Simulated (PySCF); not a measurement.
A GIAO shielding run with PySCF 2.14.0 with density-fitted response routines (density fitting, non-relativistic, gas phase) on `CO[C@@H]1[SiH2][SiH2][C@@H](C#N)[SiH2]1`, C₄H₁₁NOSi₃:

```
$ OMP_NUM_THREADS=1 python probes_run.py task.json out

{"job": {"kind": "nmr", "xc": "PBE0", "basis": "pcSseg-1"}, "charge": 0, "multiplicity": 1}
C     -2.830032     0.244565     0.786311
O     -1.454715     0.434240     0.623581
C     -0.972692     0.166154    -0.711111
Si    -0.384552    -1.665679    -0.729090
Si     1.755350    -1.363435     0.110310
C      1.786284     0.566857     0.301631
C      3.078566     1.093937     0.059557
N      4.121971     1.510300    -0.171989
Si     0.487804     1.393576    -0.846224
H     -3.125262    -0.783160     0.543344
H     -3.055927     0.448254     1.832367
H     -3.404098     0.930693     0.149842
H     -1.758308     0.400864    -1.434577
H     -0.481701    -2.180294    -2.101601
H     -1.302750    -2.466530     0.089388
H      2.838644    -1.745142    -0.802913
H      2.097346    -1.938415     1.419457
H      1.514051     0.804498     1.333516
H      0.090634     2.707149    -0.342086
H      0.994240     1.452249    -2.221235
```

Hardware: 1 thread of an Arm Neoverse V1, shared host. The job also computes population analyses, field gradients, ring-centre shieldings.

Problem. How large is the calculation?

Solution. 92 electrons, 229 basis functions and 1254 auxiliary functions.

Problem. How long does it take, and how much memory does it need?

Solution. 61 s of wall time, with 14 SCF cycles and 5 response iterations; peak memory 1.1 GiB. Times on a shared host scatter by some tens of per cent.
